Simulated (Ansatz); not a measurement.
ClFGaHSe (`[F][Ga]([Cl])[SeH]`) at its PBE0-D4/def2-TZVP geometry, where that method's forces vanish. Total charge 0; spin multiplicity 1.

```xyz
5

F     0.4837   -2.0685    0.8685
Ga    0.3202   -0.4417    0.2671
Cl    2.0162    0.8122    0.4887
Se   -1.6722    0.1740   -0.6866
H    -1.1479    1.5240   -0.9376
```

(1) What forces (eV/Å) does ωB97M-V/def2-TZVPP give on these atoms in Ansatz? (An estimate is asked.)

Answers

(1) Ansatz gave: 
```
F1   0.014 -0.073  0.030
Ga2 -0.088  0.098 -0.066
Cl3 -0.002 -0.004  0.001
Se4  0.113  0.078  0.017
H5  -0.038 -0.098  0.018
```
